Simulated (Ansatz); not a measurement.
One change: `[NH2][Sn][OH]` becomes `[CH3][Sn][OH]`.

Ansatz, PBE0-D4/def2-TZVP geometries, multiplicity 1. Each molecule was computed in one conformer, which needn't be the lowest.

Elements past krypton have def2 core potentials. Outer-core shells of Sn are correlated without core-valence functions. Spin–orbit coupling is left out.

```
                                                                                  property  `[NH2][Sn][OH]`
                                      vertical ionisation energy (CCSD(T)/def2-TZVPP) / eV             9.46
                                                       HOMO energy (B3LYP/def2-TZVPP) / eV            -7.04
                                            zero-point energy (PBE0-D4/def2-TZVP) / kJ/mol             98.3
                                                         LUMO energy (PBE/def2-TZVPP) / eV            -2.17
ideal-gas entropy at 298 K and 1 bar (rigid rotor, harmonic PBE0-D4/def2-TZVP) / J/(mol·K)              306
                                            size of the dipole moment (PBE/def2-TZVPP) / D             2.19
```

Problem. Give the same properties after the change, and the shifts. (An estimate is asked.)

Solution. Ansatz gave: 
| property | `[CH3][Sn][OH]` | shift |
| --- | --- | --- |
| vertical ionisation energy (CCSD(T)/def2-TZVPP) / eV | 8.67 | -0.79 |
| HOMO energy (B3LYP/def2-TZVPP) / eV | -6.33 | 0.71 |
| zero-point energy (PBE0-D4/def2-TZVP) / kJ/mol | 125.5 | 27.2 |
| LUMO energy (PBE/def2-TZVPP) / eV | -2.83 | -0.66 |
| ideal-gas entropy at 298 K and 1 bar (rigid rotor, harmonic PBE0-D4/def2-TZVP) / J/(mol·K) | 315 | 9 |
| size of the dipole moment (PBE/def2-TZVPP) / D | 1.66 | -0.53 |

With PBE0 the HOMO rises by 0.81 eV and the LUMO falls by 0.61 eV, so the gap narrows by about 1.42 eV. PBE moves the HOMO by 0.46 eV and ωB97M-V by 0.92 eV. The zero-point energy changes by 27.2 kJ/mol with +3 modes. Dipoles are sizes alone; their direction can turn.

B3LYP here is the variant with VWN-RPA as its local correlation; programs differ in this.
